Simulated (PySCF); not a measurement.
# Molecular orbitals of NaSb

ωB97X at R = 2.939 Å; Na def2-SVP, Sb def2-SVP with ECP28; scalar-relativistic core potentials (PySCF 2.14). State: ³Σ⁻ (triplet), unpaired electrons π ↑↑. Only the outer orbitals are listed, counted within each symmetry, core potentials removing the inner ones.

| spin | orbital | occ. | ε (eV) | on Na (%) | main shells (%) |
| --- | --- | --- | --- | --- | --- |
| α | 7σ | 1 | -15.96 | 4 | 96 Sb s |
| α | 4π | 1 | -6.84 | 4 | 96 Sb p |
| α | 4π | 1 | -6.84 | 4 | 96 Sb p |
| α | 8σ | 1 | -6.63 | 17 | 81 Sb p, 15 Na s |
| α | 9σ | 0 | -0.13 | 94 | 73 Na s, 21 Na p |
| α | 5π | 0 | 1.76 | 98 | 97 Na p |
| α | 5π | 0 | 1.76 | 98 | 97 Na p |
| β | 7σ | 1 | -14.04 | 5 | 95 Sb s |
| β | 8σ | 1 | -6.04 | 24 | 74 Sb p, 21 Na s |
| β | 4π | 0 | -0.28 | 15 | 85 Sb p, 15 Na p |
| β | 4π | 0 | -0.28 | 15 | 85 Sb p, 15 Na p |
| β | 9σ | 0 | -0.03 | 91 | 68 Na s, 23 Na p, 8 Sb p |

Task: Which are the highest filled and the lowest empty level, where do they sit, and how wide is the gap?

Result: Highest filled β 8σ at -6.04 eV (in %: 74 Sb p, 21 Na s); lowest empty β 4π at -0.28 eV (in %: 85 Sb p, 15 Na p); the gap at ωB97X is 5.76 eV.

The bond order (Mayer) is 0.90 and the ⟨S²⟩ is 2.008. The charge on Na (Mulliken, basis-dependent) is 0.43 and the charge on Na (Löwdin, basis-dependent) is 0.19. The dipole moment (positive dipole means Na(−)Sb(+)) is -8.05 D.

Spin–orbit coupling is left out. The state was picked by a PBE0 search and need not be the measured ground state.
